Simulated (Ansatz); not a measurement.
Gas-phase electronic energies from Ansatz, PBE0-D4/def2-TZVP geometries. CCSD(T)/CBS adds triple-zeta CCSD(T) − MP2 to the extrapolated MP2 energy (def2 sets, frozen cores). Functionals use def2-TZVPP. HSE06 is defined as in plane-wave codes. For Ge outer-core shells are correlated without core-valence functions, which leaves a few kJ/mol of doubt a bond. Scalar relativity is left out up to krypton. One conformer a species, not always the lowest.

Reaction (redistribution): `N[Si]1(F)CO1` + `[F][Ge][Cl]` → `F[Si]1(Cl)CO1` + `[NH2][Ge][F]`

`N[Si]1(F)CO1`:

```xyz
9

N     0.599    0.884   -1.286
Si    0.081    0.411    0.236
F    -0.162    1.751    1.047
C    -0.697   -1.106    0.775
O     0.796   -0.853    0.966
H     0.965    0.241   -1.964
H     0.505    1.825   -1.625
H    -1.212   -1.195    1.729
H    -0.874   -1.958    0.122
```

`[F][Ge][Cl]`:

```xyz
3

F    -0.112   -1.419    0.324
Ge    0.846   -0.041   -0.163
Cl   -0.734    1.460   -0.161
```

`F[Si]1(Cl)CO1`:

Cartesian coordinates in Å:
```
F 2.024 0.630 -0.310
Si 0.658 -0.152 -0.394
Cl 1.031 -1.914 -1.289
C -0.740 0.209 0.647
O -0.675 0.677 -0.802
H -0.746 1.047 1.339
H -1.552 -0.496 0.808
```

`[NH2][Ge][F]`:

Cartesian coordinates in Å:
```
N -0.246 0.558 0.188
Ge -0.489 -0.931 -0.812
F 1.064 -1.651 -0.370
H -0.914 1.309 0.254
H 0.586 0.715 0.740
```

(1) Is it downhill or uphill in electronic energy at CCSD(T)/CBS, and by how much? (Estimate.)

(2) What do these levels give: BLYP-D4, PBE0-D4, BLYP, r2SCAN0, HSE06, CCSD(T)/def2-SVP? (An estimate is asked.)

Largest T1 diagnostic among the species: 0.014.

Answers

(1) Computed: Uphill: ΔE = +30.8 kJ/mol.

(2) Computed: BLYP-D4 36.4, PBE0-D4 33.7, BLYP 37.4, r2SCAN0 33.7, HSE06 34.1, CCSD(T)/def2-SVP 22.4 kJ/mol.

At CCSD(T), def2-SVP lies −8.4 kJ/mol from the extrapolated value and def2-TZVPP −2.7 kJ/mol. In def2-TZVPP, CCSD(T) changes the Hartree–Fock value by −14.4 kJ/mol (the triples alone add −2.0 kJ/mol) and MP2 by −16.8 kJ/mol.
